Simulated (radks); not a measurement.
Results of a calculation; reference values are marked as such.
Task: The table gives one normalised radial function P(r) = r R(r) (large component) of Co2+ in [Ar] 3d7 (r in bohr). Code: a radial shooting solver on a logarithmic mesh with Libxc functionals. Model: Dirac Kohn-Sham, PBEsol, spin-unpolarised, spherical densities, finite nucleus; open shells fill j = l - 1/2 first; Fermi nuclear charge, rms radius 3.7875 fm.

| r | P |
|---|---|
| 0.004897 | 0.0000 |
| 0.007075 | 0.0001 |
| 0.01014 | 0.0002 |
| 0.01465 | 0.0005 |
| 0.021 | 0.0014 |
| 0.03035 | 0.0040 |
| 0.04384 | 0.0108 |
| 0.06284 | 0.0272 |
| 0.0908 | 0.0658 |
| 0.1301 | 0.1446 |
| 0.188 | 0.2913 |
| 0.2695 | 0.5079 |
| 0.3894 | 0.7622 |
| 0.5582 | 0.9402 |
| 0.8064 | 0.9389 |
| 1.156 | 0.7590 |
| 1.67 | 0.4890 |
| 2.394 | 0.2418 |
| 3.459 | 0.0784 |

Which n and l does it have? It may be an empty orbital.

Result: n = 3, l = 2: the number of nodes gives n - l - 1 = 0, the rise at small r points to l (this Dirac orbital starts outside the nucleus as r^gamma with gamma = sqrt((l + 1)^2 - (Z/c)^2) = 2.99; the j = 5/2 orbital of l + 1 starts with the same power, but with a smaller coefficient, and then steepens), and the extent must fit the shell. The curve is that of 3d5/2; the two j differ most near the nucleus, where j = l - 1/2 has the larger amplitude, and in heavy atoms j = l - 1/2 is also the more compact. 3d5/2: eigenvalue -26.928 eV, 0 radial nodes, <r> = 1.02 bohr, 90 % of the charge inside 1.77 bohr.
